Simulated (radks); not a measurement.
Question: Neutral titanium is in [Ar] 3d(3/2: 2, 5/2: 0) 4s2. Calculated with a radial shooting solver on a logarithmic mesh with Libxc functionals: Dirac Kohn-Sham, relativistic LDA (MacDonald-Vosko exchange, VWN5 correlation), spin-unpolarised, spherical densities, finite nucleus; Fermi nuclear charge, rms radius of each element as measured or else 0.836 A^(1/3) + 0.57 fm. Sub-shells are occupied by j as written (lower j first in brackets). One electron is removed from 4s1/2, 3d3/2, 3p3/2, 3p1/2 in turn, with full relaxation. Which removal costs least, and what does each cost?

Answer: 4s1/2 7.518 eV; 3d3/2 10.028 eV; 3p3/2 45.256 eV; 3p1/2 45.954 eV. The 4s1/2 electron leaves first. A further rearrangement lowers the ion to [Ar] 3d(3/2: 3, 5/2: 0), 7.496 eV above the parent.
